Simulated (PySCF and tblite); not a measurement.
Computed ¹H and ¹³C shifts (ppm) of 4 molecules with 5 carbons each, averaged over conformers at 298.15 K: GIAO PBE0/pcSseg-1 on GFN2-xTB geometries, unscaled, against TMS (¹H), TMS (¹³C) at the same level; H on other atoms than carbon is left out (PySCF, tblite).

P. ¹H: 5.06 (1H), 4.62 (1H), 4.43 (1H), 2.23 (1H), 2.10 (1H), 1.88 (1H), 1.70 (1H) ¹³C: 168.8 (1C), 90.4 (1C), 69.8 (1C), 31.9 (1C), 24.3 (1C)
Q. ¹H: 5.06 (1H), 3.20 (1H), 3.02 (1H), 2.08 (1H), 1.96 (1H), 1.79 (1H), 1.38 (1H) ¹³C: 98.6 (1C), 54.1 (1C), 51.8 (1C), 28.4 (1C), 27.1 (1C)
R. ¹H: 5.11 (1H), 3.12 (2H), 2.60 (2H), 1.70 (2H) ¹³C: 94.4 (1C), 52.6 (2C), 38.3 (2C)
S. ¹H: 6.05 (1H), 5.60 (1H), 4.41 (2H), 1.40 (3H) ¹³C: 167.0 (1C), 165.4 (1C), 110.6 (1C), 64.2 (1C), 16.2 (1C)

The molecules:
1. C5H7FO, SMILES F[C@@H]1CC[C@@H]2O[C@H]12
2. C5H7FO, SMILES F[C@H]1C[C@@H]2O[C@@H]2C1
3. CH2=CFCOOEt, C₅H₇FO₂, SMILES C=C(F)C(=O)OCC
4. C₅H₇FO₂, SMILES O=C1OCCC[C@@H]1F

Problem. Which spectrum belongs to which molecule?

Solution. P is 4; Q is 1; R is 2; S is 3.

Assigned:
1. [F:1][C@@H:2]1[CH2:3][CH2:4][C@@H:5]2[O:6][C@H:7]12: ¹³C: 98.6 (C2), 54.1 (C7), 51.8 (C5), 28.4 (C4), 27.1 (C3) ppm.
2. [F:1][C@H:2]1[CH2:3][C@@H:4]2[O:5][C@@H:6]2[CH2:7]1: ¹³C: 94.4 (C2), 52.6 (C4/C6), 38.3 (C3/C7) ppm.
3. [CH2:1]=[C:2]([F:3])[C:4](=[O:5])[O:6][CH2:7][CH3:8]: ¹³C: 167.0 (C4), 165.4 (C2), 110.6 (C1), 64.2 (C7), 16.2 (C8) ppm.
4. [O:1]=[C:2]1[O:3][CH2:4][CH2:5][CH2:6][C@@H:7]1[F:8]: ¹³C: 168.8 (C2), 90.4 (C7), 69.8 (C4), 31.9 (C6), 24.3 (C5) ppm.

Unscaled shifts at such levels can be off by 15 ppm or more for ¹³C and 0.8 ppm for ¹H.

For scale, the study of F[C@@H]1CC[C@@H]2O[C@H]12 took 37 s on 1 thread of AMD EPYC 9R14 (shared host) (rough), launched as `OMP_NUM_THREADS=1 python ens_run.py task.json out`.
